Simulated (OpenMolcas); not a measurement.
# Ionisation energies of gold

```yaml
Program: OpenMolcas 26.06
Basis: ANO-RCC-VQZP [9s8p6d4f2g1h]
Scalar_Hamiltonian: DKH2, point nucleus
Spin-orbit_coupling: RASSI with atomic mean-field integrals over the reference wave functions, term energies averaged over their components
```

Active shells in each charge state: the valence d shell, with orbitals averaged over the low states. Where CASPT2's correlated closed shells are named, they are those of the first ion.

A. CASSCF
B. SS-CASPT2, IPEA 0.25 Eh, imaginary shift 0.1 Eh (closed shells correlated: 5s 5p)
C. SS-CASPT2, IPEA 0 Eh, imaginary shift 0.1 Eh (closed shells correlated: 5s 5p)
D. SS-CASPT2, IPEA 0.25 Eh, imaginary shift 0.1 Eh (closed shells correlated: 4f 5s 5p)
E. SS-CASPT2, IPEA 0.25 Eh, imaginary shift 0.1 Eh (closed shells correlated: none)

Energies in eV between the lowest computed levels, named as in B; reference values from the NIST Atomic Spectra Database with their kind.

| From | To | A | B | C | D | E | Spin-orbit share in B | Reference |
| --- | --- | --- | --- | --- | --- | --- | --- | --- |
| Au2+ 5d9 2D 5/2 | Au3+ 5d8 3F4 | 30.575 | 32.298 | 32.210 | 32.430 | 32.366 | -0.393 | 30.000 (theoretical) |
| Au3+ 5d8 3F4 | Au4+ 5d7 4F 9/2 | 44.744 | 46.222 | 46.158 | 46.381 | 46.246 | -0.076 | 45.000 (theoretical) |
| Au4+ 5d7 4F 9/2 | Au5+ 5d6 5D4 | 59.894 | 61.240 | 61.252 | 61.425 | 61.194 | +0.317 | 60.000 (theoretical) |
| Au5+ 5d6 5D4 | Au6+ 5d5 6S 5/2 | 74.779 | 76.175 | 76.154 | 76.383 | 76.061 | +0.795 | 74.000 (theoretical) |
| Au6+ 5d5 6S 5/2 | Au7+ 5d4 5D0 | 94.546 | 95.324 | 95.382 | 95.595 | 95.131 | -1.370 | 94.000 (theoretical) |
| Au7+ 5d4 5D0 | Au8+ 5d3 4F 3/2 | 111.361 | 112.166 | 112.202 | 112.452 | 111.869 | -0.581 | 112.000 (theoretical) |

The lowest level within the active space need not be the ion's true ground level.
